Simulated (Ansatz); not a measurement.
`C=C(C)[SeH]` + H₂ → H₂Se + `C=CC`  (hydrogenolysis of the Se–C bond)

Calculated with Ansatz (gas phase, PBE0-D4/def2-TZVP geometries, no zero-point term in ΔE). CCSD(T)/CBS adds triple-zeta CCSD(T) − MP2 to the extrapolated MP2 energy (def2 sets, frozen cores). This one scheme is used for every species. Functionals use def2-TZVPP. B3LYP here is the variant with VWN-RPA as its local correlation; programs differ in this. For Se outer-core shells are correlated without core-valence functions, which leaves a few kJ/mol of doubt a bond. Scalar relativity is left out up to krypton. Each species was taken in one conformer, which may not be the lowest.

```csv
level,ΔE (kcal/mol)
B2PLYP,-14.1
B3LYP,-16.1
MP2/def2-TZVPP,-10.0
CCSD/CBS(def2),-14.4
```

Q: What does CCSD(T)/CBS give? (An estimate is asked.)

A: Computed: -12.7 kcal/mol. The listed levels differ from it by -1.4, -3.4, 2.7, -1.7 kcal/mol.

Largest T1 diagnostic among the species: 0.010.

The D4 term adds +3.0 kcal/mol with B3LYP and +1.6 kcal/mol with PBE0; it sums over pairs of atoms, weighted by their polarisabilities, and B3LYP, whose exchange is more repulsive, gets the larger term. From PBE to PBE0 (25 % exact exchange), in def2-TZVPP and without D4, ΔE moves by −1.5 kcal/mol.
